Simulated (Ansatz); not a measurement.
```xyz
2

N     0.0000    0.0000    0.0000
H     0.0000    0.0000    1.5600
```

Basis set: pcseg-2 (spherical functions). Charge 0, multiplicity 3.

Computed with Ansatz (development build ahead of 0.2.0); each method stands on the lowest determinant of its kind that the runs found. Restricted functionals stand beside restricted open-shell atoms, which can lie above the unrestricted atoms usual in DFT and then raise those values.

Question: Give the atomization energy at this shape (free ground-state atoms in the same class of orbitals less the molecule, no zero-point energy) of triplet NH by PBE (unrestricted), PBE0 (unrestricted), PBE (restricted open-shell), UHF.

Answer:

```json
{"method": "PBE (unrestricted)", "atomization energy": "46.74 kcal/mol"}
{"method": "PBE0 (unrestricted)", "atomization energy": "38.47 kcal/mol"}
{"method": "PBE (restricted open-shell)", "atomization energy": "45.11 kcal/mol"}
{"method": "UHF", "atomization energy": "7.84 kcal/mol"}
```

Caution: the shape is not the minimum. Caution for UHF: the unrestricted determinant is spin contaminated.
